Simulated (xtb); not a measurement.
CsCl, SMILES [Cs][Cl]. All values are semi-empirical tight-binding results from xtb (GFN2-xTB unless named), good for trends rather than for accurate numbers. The structure is a stationary point at GFN2-xTB.

For metal compounds this method's bond lengths and energies can be far off.

Computed properties:
```json
{
  "point_group_as_xtb_finds_it": "C∞v",
  "orbital_gap": "1.78 eV"
}
```
